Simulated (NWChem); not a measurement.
System: C3H6O2; SMILES C1C(CO1)O

Input file for NWChem:

```
start job
memory heap 200 mb stack 900 mb global 1100 mb
geometry units angstroms noautosym nocenter noautoz
  O     -0.038843    -1.735350    -0.324359
  C      0.026836    -0.545601     0.417807
  C     -1.028016     0.498681     0.017600
  O     -0.027420     1.531005    -0.103609
  C      1.031445     0.557928    -0.006310
  H      0.595836    -2.365586     0.060807
  H      0.046032    -0.733996     1.516503
  H     -1.504161     0.236088    -0.956909
  H     -1.818987     0.754444     0.756143
  H      1.499709     0.324595    -0.992790
  H      1.821302     0.861265     0.716847
end
basis spherical
  O library def2-svp
  C library def2-svp
  H library def2-svp
end
dft
  xc pbe0
  iterations 150
end
cosmo
  do_cosmo_smd true
  solvent water
end
task dft energy
```

Output (shortened):

```
             Northwest Computational Chemistry Package (NWChem) 7.3.0
             --------------------------------------------------------

                             Geometry "geometry" -> ""
                             -------------------------

 Output coordinates in angstroms (scale by  1.889725989 to convert to a.u.)

  No.       Tag          Charge          X              Y              Z
 ---- ---------------- ---------- -------------- -------------- --------------
    1 O                    8.0000    -0.03884300    -1.73535000    -0.32435900
    2 C                    6.0000     0.02683600    -0.54560100     0.41780700
    3 C                    6.0000    -1.02801600     0.49868100     0.01760000
    4 O                    8.0000    -0.02742000     1.53100500    -0.10360900
    5 C                    6.0000     1.03144500     0.55792800    -0.00631000
    6 H                    1.0000     0.59583600    -2.36558600     0.06080700
    7 H                    1.0000     0.04603200    -0.73399600     1.51650300
    8 H                    1.0000    -1.50416100     0.23608800    -0.95690900
    9 H                    1.0000    -1.81898700     0.75444400     0.75614300
   10 H                    1.0000     1.49970900     0.32459500    -0.99279000
   11 H                    1.0000     1.82130200     0.86126500     0.71684700

 Effective nuclear repulsion energy (a.u.)     186.0992637393

                                 NWChem DFT Module
                                 -----------------

 Summary of "ao basis" -> "ao basis" (spherical)
 ------------------------------------------------------------------------------
       Tag                 Description            Shells   Functions and Types
 ---------------- ------------------------------  ------  ---------------------
 O                          def2-svp                 6       14   3s2p1d
 C                          def2-svp                 6       14   3s2p1d
 H                          def2-svp                 3        5   2s1p

 in cosmo_initialize ...
 calling solv_data for solv:h2o

 solvent parameters
 solvname_short: h2o
 solvname_long:  water
 dielec:       78.4000
 dielecinf:     1.7769
 aqueous SMD model solvent descriptors
 dielec:       78.4000
 sola:          0.8200

          ---------------
          -cosmo- solvent
          ---------------
 Cosmo: York-Karplus, doi: 10.1021/jp992097l
 dielectric constant -eps-     =  78.40
 screen = (eps-1)/(eps    )    =   0.98724
 surface charge correction     = lagrangian

   van der Waals surface
 --------------------------

 ---------- ATOMIC COORDINATES (A.U.) ------------ VDWR(ANG.) --
     1   -0.07340263   -3.27933599   -0.61294963     1.520
     2    0.05071269   -1.03103639    0.78954075     1.850
     3   -1.94266855    0.94237045    0.03325918     1.850
     4   -0.05181629    2.89317994   -0.19579262     1.520
     5    1.94914842    1.05433104   -0.01192417     1.850
     6    1.12596677   -4.47030934    0.11490857     1.200
     7    0.08698787   -1.38705132    2.86577513     1.200
     8   -2.84245213    0.44614163   -1.80829581     1.200
     9   -3.43738701    1.42569243    1.42890308     1.200
    10    2.83403907    0.61339561   -1.87610106     1.200
    11    3.44176172    1.62755485    1.35464441     1.200
 number of segments per atom =        128
 number of   points per atom =        128
 atom (   nspa,  nppa )
 ----------------------
    1 (     64,     0 )       0
    2 (     35,     0 )       0
    3 (     52,     0 )       0
    4 (     53,     0 )       0
    5 (     50,     0 )       0
    6 (     67,     0 )       0
    7 (     54,     0 )       0
    8 (     55,     0 )       0
    9 (     57,     0 )       0
   10 (     57,     0 )       0
   11 (     55,     0 )       0
 number of -cosmo- surface points =      599
 molecular surface =     97.092 angstrom**2
 molecular volume  =     73.233 angstrom**3
 -lineq- algorithm             =   0
 -bem- low  level              =   3
 -bem- from -octahedral-
 gaussian surface charge width =   4.50000
 degree of switching           =   1.00000
 switching function tolerance  =   0.00010
 atomic radii =
 --------------
    1  8.000  1.520
    2  6.000  1.850
    3  6.000  1.850
    4  8.000  1.520
    5  6.000  1.850
    6  1.000  1.200
    7  1.000  1.200
    8  1.000  1.200
    9  1.000  1.200
   10  1.000  1.200
   11  1.000  1.200
 ...... end of -cosmo- initialization ......

 nat:                    11
 ixmem:                  6636
 calling mnsol_interface()
 G(SMD-CDS) energy (kcal/mol)  =     2.658
 SMD-CDS SASA (angstrom**2)    =   132.127

            General Information
            -------------------
          SCF calculation type: DFT
          Wavefunction type:  closed shell.
          No. of atoms     :    11
          No. of electrons :    40
           Alpha electrons :    20
            Beta electrons :    20
          Charge           :     0
          Spin multiplicity:     1
          Use of symmetry is: off; symmetry adaption is: off
          Maximum number of iterations: 150
          AO basis - number of functions:   100
                     number of shells:    48
          Convergence on energy requested:  1.00D-06
          Convergence on density requested:  1.00D-05
          Convergence on gradient requested:  5.00D-04

              XC Information
              --------------
                         PBE0 Method XC Functional
                     Hartree-Fock (Exact) Exchange  0.250
          PerdewBurkeErnzerhof Exchange Functional  0.750
            Perdew 1991 LDA Correlation Functional  1.000 local
           PerdewBurkeErnz. Correlation Functional  1.000 non-local

             Grid Information
             ----------------
          Grid used for XC integration:  medium
          Radial quadrature: Mura-Knowles
          Angular quadrature: Lebedev.
          Tag              B.-S. Rad. Rad. Pts. Rad. Cut. Ang. Pts.
          ---              ---------- --------- --------- ---------
          O                   0.60       49          11.0       434
          C                   0.70       49          10.0       434
          H                   0.35       45          11.0       434
          Grid pruning is: on
          Number of quadrature shells:   515
          Spatial weights used:  Erf1

      Superposition of Atomic Density Guess
      -------------------------------------

 Sum of atomic energies:        -265.25241337

      Non-variational initial energy
      ------------------------------

 Total energy =    -267.993983
 1-e energy   =    -729.805010
 2-e energy   =     275.711763
 HOMO         =      -0.310692
 LUMO         =       0.081536

   convergence    iter        energy       DeltaE   RMS-Dens  Diis-err
 ---------------- ----- ----------------- --------- --------- ---------
     COSMO gas phase
 d= 0,ls=0.0,diis     1   -267.7330736029 -4.54D+02  1.38D-02  7.68D-01
 d= 0,ls=0.0,diis     2   -267.7087748734  2.43D-02  7.52D-03  1.16D+00
 d= 0,ls=0.0,diis     3   -267.8193326223 -1.11D-01  1.07D-03  3.04D-02
 d= 0,ls=0.0,diis     4   -267.8218222810 -2.49D-03  4.58D-04  2.61D-03
 d= 0,ls=0.0,diis     5   -267.8220466792 -2.24D-04  1.38D-04  4.36D-04
  Resetting Diis
 d= 0,ls=0.0,diis     6   -267.8220887470 -4.21D-05  3.04D-05  1.20D-05
 d= 0,ls=0.0,diis     7   -267.8220899096 -1.16D-06  1.65D-05  1.09D-06
 d= 0,ls=0.0,diis     8   -267.8220898686  4.10D-08  8.65D-06  1.54D-06

   convergence    iter        energy       DeltaE   RMS-Dens  Diis-err
 ---------------- ----- ----------------- --------- --------- ---------
     COSMO solvation phase
 d= 0,ls=0.0,diis     1   -267.8324006646 -1.03D-02  2.30D-03  1.00D-02
 d= 0,ls=0.0,diis     2   -267.8344888748 -2.09D-03  6.07D-04  5.12D-03
 d= 0,ls=0.0,diis     3   -267.8348494834 -3.61D-04  2.38D-04  1.23D-03
 d= 0,ls=0.0,diis     4   -267.8349630891 -1.14D-04  5.86D-05  5.96D-05
 d= 0,ls=0.0,diis     5   -267.8349687753 -5.69D-06  1.77D-05  6.19D-06
 d= 0,ls=0.0,diis     6   -267.8349694465 -6.71D-07  4.13D-06  2.00D-07

         Total DFT energy =     -267.834969446514
      One electron energy =     -734.365554232667
           Coulomb energy =      315.458637248783
    Exchange-Corr. energy =      -35.370129814861
 Nuclear repulsion energy =      186.099263739320

             COSMO energy =        0.342813612910

 Numeric. integr. density =       39.999994934034

                                COSMO-SMD solvation results
                                ---------------------------

             internal energy in gas <Psi(g)|H|Psi(g)> =      -267.822089868563
         internal energy in solvent <Psi(s)|H|Psi(s)> =      -267.818951451720
                               delta internal energy  =         0.003138416843 (    1.97 kcal/mol)
   total free energy in solvent <Psi(s)|H+V/2|Psi(s)> =      -267.839205614504
 polarization energy contribution <Psi(s)|V/2|Psi(s)> =        -0.020254162784 (  -12.71 kcal/mol)
    total free energy in solvent including G(SMD-CDS) =      -267.834969446514
                       G(SMD-CDS) energy contribution =         0.004236167989 (    2.66 kcal/mol)
     1 M fixed-concentration free energy of solvation =        -0.012879577951 (   -8.08 kcal/mol)

                       DFT Final Molecular Orbital Analysis
                       ------------------------------------

 Vector   18  Occ=2.000000D+00  E=-3.324757D-01
              MO Center= -2.3D-01,  3.3D-02,  1.3D-01, r^2= 2.8D+00
   Bfn.  Coefficient  Atom+Function         Bfn.  Coefficient  Atom+Function
  ----- ------------  ---------------      ----- ------------  ---------------
    47      0.283015   4 O  py               33     -0.258169   3 C  py
    18     -0.239938   2 C  px               50      0.217272   4 O  py
     6      0.200146   1 O  pz               32      0.191833   3 C  px
    20     -0.189773   2 C  pz               31      0.179868   3 C  s
    76     -0.177500   7 H  s                 3     -0.175966   1 O  s

 Vector   19  Occ=2.000000D+00  E=-2.906688D-01
              MO Center=  1.5D-01, -6.5D-01, -5.4D-02, r^2= 2.7D+00
   Bfn.  Coefficient  Atom+Function         Bfn.  Coefficient  Atom+Function
  ----- ------------  ---------------      ----- ------------  ---------------
     4      0.353370   1 O  px                7      0.282962   1 O  px
     6     -0.267010   1 O  pz               61      0.231857   5 C  py
    59     -0.225069   5 C  s                 9     -0.206902   1 O  pz
    18     -0.195591   2 C  px                5      0.175544   1 O  py
    48     -0.170947   4 O  pz               60      0.164087   5 C  px

 Vector   20  Occ=2.000000D+00  E=-2.713855D-01
              MO Center= -5.8D-03,  8.7D-01, -9.8D-02, r^2= 2.4D+00
   Bfn.  Coefficient  Atom+Function         Bfn.  Coefficient  Atom+Function
  ----- ------------  ---------------      ----- ------------  ---------------
    48      0.508366   4 O  pz               51      0.396782   4 O  pz
    91      0.204144  10 H  s                81      0.192248   8 H  s
    62     -0.172525   5 C  pz               92      0.172096  10 H  s
    86     -0.162544   9 H  s                34     -0.156214   3 C  pz
    82      0.149693   8 H  s                76      0.143995   7 H  s

 Vector   21  Occ=0.000000D+00  E= 6.736043D-02
              MO Center=  3.4D-01, -9.3D-01,  5.8D-01, r^2= 5.1D+00
   Bfn.  Coefficient  Atom+Function         Bfn.  Coefficient  Atom+Function
  ----- ------------  ---------------      ----- ------------  ---------------
    17      1.373613   2 C  s                77     -0.853731   7 H  s
    72     -0.753892   6 H  s                 3      0.546071   1 O  s
    64      0.489753   5 C  py               36      0.450879   3 C  py
    97     -0.446942  11 H  s                22      0.425631   2 C  py
    87     -0.418581   9 H  s                45     -0.396262   4 O  s

 Vector   22  Occ=0.000000D+00  E= 8.169770D-02
              MO Center= -5.0D-02,  4.9D-01,  3.8D-01, r^2= 4.8D+00
   Bfn.  Coefficient  Atom+Function         Bfn.  Coefficient  Atom+Function
  ----- ------------  ---------------      ----- ------------  ---------------
    31      0.846869   3 C  s                87     -0.760970   9 H  s
    59      0.711228   5 C  s                97     -0.704280  11 H  s
    45      0.687248   4 O  s                77     -0.669027   7 H  s
    63      0.483049   5 C  px               36     -0.464148   3 C  py
    82     -0.458352   8 H  s                35     -0.438853   3 C  px

 Vector   23  Occ=0.000000D+00  E= 1.099378D-01
              MO Center=  6.3D-03,  1.4D-01, -8.5D-01, r^2= 5.2D+00
   Bfn.  Coefficient  Atom+Function         Bfn.  Coefficient  Atom+Function
  ----- ------------  ---------------      ----- ------------  ---------------
    82      1.296047   8 H  s                92      1.298634  10 H  s
    31     -0.850483   3 C  s                59     -0.839899   5 C  s
    77     -0.539551   7 H  s                65      0.535709   5 C  pz
    37      0.530782   3 C  pz               23      0.347945   2 C  pz
    45      0.332687   4 O  s                35      0.240204   3 C  px

     Multipole analysis of the density
     ---------------------------------

     L   x y z        total         alpha         beta         nuclear
     -   - - -        -----         -----         ----         -------
     0   0 0 0     -0.000000    -20.000000    -20.000000     40.000000

     1   1 0 0      0.538876     -0.005722     -0.005722      0.550320
     1   0 1 0     -1.010360     -0.985263     -0.985263      0.960166
     1   0 0 1      0.784410      0.154629      0.154629      0.475151

     2   2 0 0    -19.577776    -53.072333    -53.072333     86.566891
     2   1 1 0     -2.367303     -0.071573     -0.071573     -2.224156
     2   1 0 1      0.075127     -0.015740     -0.015740      0.106608
     2   0 2 0    -24.469004   -111.502980   -111.502980    198.536957
     2   0 1 1     -1.438446     -3.005683     -3.005683      4.572919
     2   0 0 2    -21.808323    -23.880391    -23.880391     25.952459
```

Level: PBE0/def2-SVP, SMD on the gas-phase geometry. Geometry: optimised at PBE-D3(BJ)/def2-SVP. Solvent: water.
